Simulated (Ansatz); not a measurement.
All numbers were calculated with Ansatz.

Basis-set series for `[AlH2][N]1[SiH2]C1=[Se]`. Charge 0, multiplicity 1. The geometry is a stationary point of PBE0-D4/def2-TZVP.

Cartesian coordinates in Å:
```
Al 0.472 1.336 -1.256
N 0.035 0.032 -0.065
Si -0.781 -0.574 1.371
C 0.315 -1.288 0.105
Se 1.272 -2.500 -0.745
H -0.198 2.723 -0.911
H 1.419 1.045 -2.477
H -0.281 -0.089 2.675
H -2.254 -0.686 1.303
```

```tsv
functional	basis	functions	energy (Eh)	HOMO (eV)	LUMO (eV)
PBE0-D4	def2-TZVPP	250	-3028.14398	-5.75	-2.29
PBE0-D4	def2-QZVPP	463	-3028.21723	-5.77	-2.31
ωB97M-V	def2-TZVPP	250	-3028.56208	-7.78	-0.54
ωB97M-V	def2-QZVPP	463	-3028.63222	-7.80	-0.63
```

Question: Give the rows for def2-SVP. (Estimate.)

Answer: The calculation gave: 
| functional | basis | functions | energy (Eh) | HOMO (eV) | LUMO (eV) |
| --- | --- | --- | --- | --- | --- |
| PBE0-D4 | def2-SVP | 116 | -3027.55586 | -5.61 | -2.20 |
| ωB97M-V | def2-SVP | 116 | -3027.97215 | -7.62 | -0.39 |

Scalar relativity is left out up to krypton.
